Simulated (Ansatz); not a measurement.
Input for Ansatz (a first-principles code): R-wB97X-V/def2-TZVPPD on H4OSi (SMILES O[SiH3]) with ghost functions, monomers drawn apart or pushed together. Files ending in .json are basis or fitting sets from the Basis Set Exchange.

Ansatz 0.2 input:
```yaml
crystal:
  periodic: [false, false, false]
  atoms:
    - {symbol: O, position_ang: [0.69855755, 0.24414367, 3.07427436]}
    - {symbol: Si, position_ang: [-0.50285689, -0.80193373, 3.47189275]}
    - {symbol: H, position_ang: [0.71859822, 0.59609205, 2.17307019]}
    - {symbol: H, position_ang: [-1.85152125, -0.19459535, 3.32259628]}
    - {symbol: H, position_ang: [-0.29174448, -1.17082728, 4.88790565]}
    - {symbol: H, position_ang: [-0.47685774, -2.03319309, 2.63922551]}
basis:
  gaussian:
    orbitals: def2-TZVPPD.json
    ghost_atoms:
      - {symbol: C, position_ang: [0.57626914, 1.53751556, -0.61857918]}
      - {symbol: N, position_ang: [0.60171230, 1.15179999, 0.45781194]}
      - {symbol: H, position_ang: [0.55289692, 1.89771196, -1.62295007]}
hamiltonian:
  xc: {name: wB97X-V}
scf: {lower_state_search: off}
```

The log:

```
WARN ansatz: RAYON_NUM_THREADS=1 ignored (pool sized by the plan → 1); use --threads N
Functional definition: wB97X-V
these checks for a lower state are left out or cut short: stability, starts, cluster_reference, orbital_swaps, neighbouring_geometries, increment
integrals: 0.21 GiB planned
1120 factors; their error is unknown
integrals: 0.24 GiB planned
334 factors; integrals over basis functions are off by at most 4.6e-5 eV
mean field: 1.57 GiB planned
mean field evaluation 1: about -9986.7210 eV, gradient 4.5e1 eV
mean field evaluation 2: about -9985.6614 eV, gradient 5.3e1 eV
mean field evaluation 4: about -9990.0104 eV, gradient 3.4e-1 eV
mean field evaluation 8: about -9990.0246 eV, gradient 2.9e-1 eV
mean field evaluation 16: about -9990.0247 eV, gradient 1.4e-5 eV
mean field -9990.02470870 eV, -367.1266365627 hartree, gradient 3.4e-6 eV, S^2 0.000000; 0 other end points of the search recorded, 0 dependent functions left out
reference -9990.02470656 eV, -367.1266364840 hartree; 13, 13 occupied and 234, 234 virtual orbitals, 1120 factors
Total energy: -9990.02470656 eV, -367.1266364840 hartree
Checks for a lower state left out: stability, starts, cluster_reference, orbital_swaps, neighbouring_geometries, increment
```

The run converged.

Cost: about 9 core-seconds (a rough figure).
